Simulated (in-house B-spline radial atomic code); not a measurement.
Radial electron density of O, [He] 2s1 2p5. Computed with a B-spline radial code for spherical atoms: scalar-relativistic (X2C) PW91, spin-polarised, spherical fractional occupations, Fermi nucleus of rms radius 2.6991 fm.

Columns: r (bohr), 4πr²n(r) (electrons per bohr), bar.

```
 0.00767   0.2065 #
   0.009   0.2774 #
  0.0106   0.3738 ##
  0.0124   0.4956 ###
  0.0146   0.6614 ###
  0.0171   0.8696 #####
  0.0201    1.142 ######
  0.0235    1.476 ########
  0.0276    1.903 ##########
  0.0324    2.425 #############
  0.0381    3.058 ################
  0.0447    3.785 ####################
  0.0524    4.598 ########################
  0.0616    5.488 #############################
  0.0723    6.381 #################################
  0.0848     7.21 ######################################
  0.0995    7.888 #########################################
   0.117    8.317 ############################################
   0.137    8.396 ############################################
   0.161    8.077 ##########################################
   0.189    7.374 #######################################
   0.222    6.382 #################################
    0.26    5.303 ############################
   0.305    4.321 #######################
   0.359    3.635 ###################
   0.421    3.383 ##################
   0.494    3.524 ##################
    0.58    3.913 #####################
    0.68    4.321 #######################
   0.799    4.542 ########################
   0.937    4.435 #######################
     1.1    3.984 #####################
    1.29    3.283 #################
    1.52    2.449 #############
    1.78    1.683 #########
    2.09    1.043 #####
    2.45    0.587 ###
    2.88   0.2933 ##
    3.38   0.1322 #
    3.96  0.05359 
    4.65  0.01842
```

On this grid the curve has 2 maxima, near 0.137, 0.799 bohr.

The 2p up radial function P(r) = rR(r), positive near the nucleus:

| r (bohr) | P |
| --- | --- |
| 0.00767 | 0.0009092 |
| 0.0106 | 0.001707 |
| 0.0146 | 0.003172 |
| 0.0201 | 0.005862 |
| 0.0276 | 0.0107 |
| 0.0381 | 0.01952 |
| 0.0524 | 0.03488 |
| 0.0723 | 0.06148 |
| 0.0995 | 0.1051 |
| 0.137 | 0.174 |
| 0.189 | 0.2762 |
| 0.26 | 0.4128 |
| 0.359 | 0.5772 |
| 0.494 | 0.7377 |
| 0.68 | 0.8473 |
| 0.937 | 0.8515 |
| 1.29 | 0.7328 |
| 1.78 | 0.5273 |
| 2.45 | 0.3093 |
| 3.38 | 0.1413 |
| 4.65 | 0.04776 |
